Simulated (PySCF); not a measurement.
The dipole of `C[C@@](OC)(CF)CC#C` from its density and from atomic charges.

Coordinates (GFN2-xTB, Å) and charges (e) from the PBE0/pcSseg-1 density (PySCF):

```json
{"atom": "C1", "x": "3.169", "y": "-0.724", "z": "0.030", "Mulliken": "-0.3967", "IAO": "-0.2597", "Hirshfeld": "-0.1195", "ESP-fitted": "-0.5062"}
{"atom": "C2", "x": "2.125", "y": "-0.323", "z": "-0.397", "Mulliken": "+0.1423", "IAO": "-0.0247", "Hirshfeld": "-0.0291", "ESP-fitted": "+0.1133"}
{"atom": "C3", "x": "0.861", "y": "0.165", "z": "-0.901", "Mulliken": "-0.0263", "IAO": "-0.2983", "Hirshfeld": "-0.0668", "ESP-fitted": "-0.3856"}
{"atom": "C4", "x": "-0.323", "y": "-0.233", "z": "0.013", "Mulliken": "-0.2514", "IAO": "+0.2233", "Hirshfeld": "+0.0872", "ESP-fitted": "+0.5469"}
{"atom": "C5", "x": "-0.355", "y": "-1.751", "z": "0.214", "Mulliken": "-0.1539", "IAO": "-0.4245", "Hirshfeld": "-0.1265", "ESP-fitted": "-0.6774"}
{"atom": "C6", "x": "-0.164", "y": "0.427", "z": "1.394", "Mulliken": "+0.2672", "IAO": "+0.0163", "Hirshfeld": "+0.0148", "ESP-fitted": "-0.0667"}
{"atom": "F7", "x": "0.129", "y": "1.767", "z": "1.309", "Mulliken": "-0.3390", "IAO": "-0.3301", "Hirshfeld": "-0.1035", "ESP-fitted": "-0.2196"}
{"atom": "O8", "x": "-1.571", "y": "0.066", "z": "-0.594", "Mulliken": "-0.5094", "IAO": "-0.4002", "Hirshfeld": "-0.1360", "ESP-fitted": "-0.3876"}
{"atom": "C9", "x": "-1.918", "y": "1.421", "z": "-0.770", "Mulliken": "-0.0151", "IAO": "-0.2051", "Hirshfeld": "-0.0467", "ESP-fitted": "-0.1624"}
{"atom": "H10", "x": "4.088", "y": "-1.074", "z": "0.395", "Mulliken": "+0.0384", "IAO": "+0.2003", "Hirshfeld": "+0.0899", "ESP-fitted": "+0.3197"}
{"atom": "H11", "x": "0.679", "y": "-0.248", "z": "-1.896", "Mulliken": "+0.1590", "IAO": "+0.1715", "Hirshfeld": "+0.0565", "ESP-fitted": "+0.1725"}
{"atom": "H12", "x": "0.917", "y": "1.255", "z": "-0.978", "Mulliken": "+0.1646", "IAO": "+0.1725", "Hirshfeld": "+0.0488", "ESP-fitted": "+0.1779"}
{"atom": "H13", "x": "-0.579", "y": "-2.226", "z": "-0.736", "Mulliken": "+0.1252", "IAO": "+0.1557", "Hirshfeld": "+0.0454", "ESP-fitted": "+0.1935"}
{"atom": "H14", "x": "-1.139", "y": "-2.012", "z": "0.920", "Mulliken": "+0.1163", "IAO": "+0.1467", "Hirshfeld": "+0.0427", "ESP-fitted": "+0.1624"}
{"atom": "H15", "x": "0.602", "y": "-2.109", "z": "0.581", "Mulliken": "+0.1289", "IAO": "+0.1509", "Hirshfeld": "+0.0371", "ESP-fitted": "+0.1892"}
{"atom": "H16", "x": "-1.089", "y": "0.338", "z": "1.971", "Mulliken": "+0.1143", "IAO": "+0.1437", "Hirshfeld": "+0.0451", "ESP-fitted": "+0.1120"}
{"atom": "H17", "x": "0.667", "y": "-0.038", "z": "1.933", "Mulliken": "+0.1224", "IAO": "+0.1505", "Hirshfeld": "+0.0422", "ESP-fitted": "+0.1100"}
{"atom": "H18", "x": "-2.044", "y": "1.943", "z": "0.182", "Mulliken": "+0.1028", "IAO": "+0.1311", "Hirshfeld": "+0.0323", "ESP-fitted": "+0.1024"}
{"atom": "H19", "x": "-2.873", "y": "1.404", "z": "-1.295", "Mulliken": "+0.1187", "IAO": "+0.1576", "Hirshfeld": "+0.0492", "ESP-fitted": "+0.1304"}
{"atom": "H20", "x": "-1.187", "y": "1.962", "z": "-1.378", "Mulliken": "+0.0919", "IAO": "+0.1226", "Hirshfeld": "+0.0369", "ESP-fitted": "+0.0752"}
```

Question: What dipole does each set of charges give (1 e·Å = 4.803 D), and what does the density give?

Answer: The full density gives (-0.21, -0.53, 0.23) D, 0.62 D in size; dipole vectors point from the negative to the positive end.

```csv
scheme,μx,μy,μz,size (D),share of the full size (%),angle to the full dipole (°)
Mulliken,-2.47,-0.26,0.02,2.48,403,64
IAO,-0.35,-1.43,0.42,1.53,249,10
Hirshfeld,-0.33,-0.30,0.07,0.45,73,28
ESP-fitted,-0.22,-0.50,0.22,0.59,96,2
```

Question: Which set comes closest?

Answer: Length of the difference vector: ESP-fitted 0.03 D, Hirshfeld 0.30 D, IAO 0.93 D, Mulliken 2.28 D. Closest: ESP-fitted. ESP charges are fitted to the potential around the molecule, whose slowest-falling term is the dipole's. 

Question: What is left for the Hirshfeld atoms' own dipoles?

Answer: The shares of the density sum to the whole, so what Σ q r misses lies in dipoles about the nuclei. The atomic dipoles sum to (-0.21, -0.53, 0.23) − (-0.33, -0.30, 0.07) = (0.12, -0.23, 0.16) D, 0.30 D in size.

Question: With the origin at the mean of the coordinates, (0.000, 0.001, 0.000) Å, which are the largest single terms, by size, of the ESP-fitted dipole along the direction of the full one?

Answer: C5 -5.56, H14 +1.93, H13 +1.71, H15 +1.66, H12 -1.51 D; all 20 atoms together +0.59 D. The single terms depend on the origin, their sum doesn't.

Question: Give the size of the full dipole in other units.

Answer: 0.62 D = 0.242 au = 0.128 e·Å = 2.06 × 10⁻³⁰ C·m.

The structure is a single GFN2-xTB conformer in the gas phase; no vibrational or solvent corrections.

The values belong to the conformer `[CH:1]#[C:2][CH2:3][C@@:4]([CH3:5])([CH2:6][F:7])[O:8][CH3:9]`: C2–C3–C4–C5 -55°, C3–C4–C6–F7 48°, C3–C4–O8–C9 -68°.
